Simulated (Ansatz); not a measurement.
A nudged elastic band was laid between two geometries of B3ClH4 (8 atoms, charge 0, multiplicity 1).

These are results of Ansatz, RKS PBE/def2-SVP, not measurements.

| Property | Result |
| --- | --- |
| movable images | 7 |
| climbing image | yes |
| spring | 5.0 eV/Å² |
| optimiser | quadratic models (default) |
| start path | through a guess of the saddle point |
| force threshold | 0.05 eV/Å |
| iteration limit | 60 |
| end points | relaxed |

Image 0:

```xyz
8
Properties=species:S:1:pos:R:3
B -0.399 1.395 -0.592
B -0.187 -0.210 -0.209
B 0.690 -1.064 0.917
Cl -1.145 -1.299 -1.277
H -1.294 2.057 -0.096
H 0.302 1.951 -1.420
H 1.815 -1.468 0.676
H 0.218 -1.363 2.001
```

Image 8:

```xyz
8
Properties=species:S:1:pos:R:3
B -0.399 1.393 -0.591
B -0.187 -0.213 -0.208
B 0.692 -1.066 0.919
Cl -1.151 -1.288 -1.285
H -1.296 2.053 -0.097
H 0.302 1.947 -1.421
H 0.221 -1.362 2.004
H 1.818 -1.466 0.679
```

Task: Which bonds break or form, and what moves?

Result: No bond is made or broken. The dihedral Cl4–B2–B3–H8 goes from -88 to 89°. The two ends are copies of one structure, up to a mirror image or an exchange of like atoms.

Task: Give the energies along the band, and the barrier.

Result: It converged. The highest image is number 4 of 0 to 8, 9.1 kcal/mol above the ends, which have the same energy within 2 meV. A vibrational analysis at the climbing image gives one clearly imaginary mode, 312i cm⁻¹: a first-order saddle point.

```tsv
image	path coordinate (Å)	energy (kcal/mol)	dihedral Cl4–B2–B3–H8 (°)
0	0.00	0.0	-88
1	0.58	0.9	-76
2	1.15	3.7	-55
3	1.73	7.4	-29
4	2.31	9.1	0
5	2.88	7.4	28
6	3.46	3.7	55
7	4.04	0.9	76
8	4.61	0.0	89
```

Task: What is the geometry of the highest image?

Result: 
```xyz
8
Properties=species:S:1:pos:R:3
B -0.305 1.289 -0.651
B -0.446 -0.320 -0.321
B 0.650 -0.970 0.879
Cl -1.604 -1.424 -1.077
H -0.876 2.144 0.010
H 0.496 1.716 -1.471
H 1.480 -0.285 1.451
H 0.607 -2.151 1.179
```

Task: What are the harmonic wavenumbers there?

Result: 312i, 23, 226, 238, 362, 518, 543, 661, 829, 916, 953, 1016, 1140, 1144, 2484, 2501, 2552, 2591 cm⁻¹.

The band took 9 iterations and roughly 4 core-minutes.

Run time: 3.6 min on 1 thread of Arm Neoverse N1, with other jobs on the host, peak memory 0.15 GiB.
